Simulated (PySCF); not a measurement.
CrCl3, SMILES [Cl][Cr]([Cl])[Cl] (connectivity only; charge and spin as stated), neutral, multiplicity 4.

Geometry: B3LYP-D3(BJ)/def2-SVP. A frequency run showed that this geometry is not a minimum. The spin state was assumed, not searched.

Level of theory: B3LYP-D3(BJ)/def2-SVP (PySCF).

Frequencies are harmonic and unscaled.

Modes within 1.5 cm⁻¹ of each other (mostly degenerate sets) share a row, with their intensities summed.

```
mode  ν (cm⁻¹)  IR (km/mol)  moving atoms (share of kinetic energy)
----  --------  -----------  --------------------------------------
1          30i         16.3                        Cr 67 %, Cl 33 %
2–3        108          0.6                        Cl 86 %, Cr 14 %
4          348          0.0                                Cl 100 %
5–6        483        192.0                        Cr 53 %, Cl 47 %
```
